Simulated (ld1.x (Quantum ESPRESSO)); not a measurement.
# u(r) = r·R(r): atom against pseudo-atom (Zr (Z = 40))

Columns: radius, all-electron u(r) and pseudo u(r) of the 5s shell (level -16.04 eV) of zirconium in the configuration [Ar] 3d10 4s2 4p6 4d2 5s0 5p0; PBE, scalar-relativistic, TM scheme, ld1.x (Quantum ESPRESSO) 7.5.

```
r (bohr)  all-electron  pseudo
   0.140       -0.1062  0.0133
   0.280        0.1734  0.0271
   0.420        0.1583  0.0421
   0.560       -0.0388  0.0589
   0.700       -0.2224  0.0781
   0.840       -0.3202  0.1006
   0.980       -0.3292  0.1270
   1.120       -0.2705  0.1580
   1.260       -0.1691  0.1944
   1.400       -0.0469  0.2365
   1.540        0.0801  0.2841
   1.680        0.2015  0.3365
   1.820        0.3110  0.3921
   1.960        0.4052  0.4487
   2.100        0.4830  0.5030
   2.240        0.5445  0.5520
   2.380        0.5907  0.5927
   2.520        0.6229  0.6232
   2.660        0.6426  0.6426
   2.800        0.6515  0.6515
   2.940        0.6512  0.6512
   3.080        0.6433  0.6433
   3.220        0.6291  0.6291
   3.360        0.6099  0.6099
   3.500        0.5868  0.5868
   3.640        0.5608  0.5608
```

Question: How many radial nodes do the two functions have?

Answer: The all-electron 5s function has n − l − 1 = 4 (the table is too coarse to show those close to the nucleus); the pseudo-wave has 0, since the states of the same l below it are removed with the core.

Question: At about which radius was the pseudo-wave matched?

Answer: 2.80 bohr. The columns agree to 0.0005 from 2.52 bohr on; several derivatives are matched, so the curves merge somewhat inside the radius.

Question: Where does each function peak?

Answer: Outermost all-electron maximum near 2.80 bohr, pseudo maximum near 2.80 bohr (to the table’s step).

Question: Is the pseudo-wave norm-conserving?

Answer: Yes: the TM scheme keeps the norm inside the radius equal to the all-electron one, which fixes the energy derivative of the logarithmic derivative at the level.
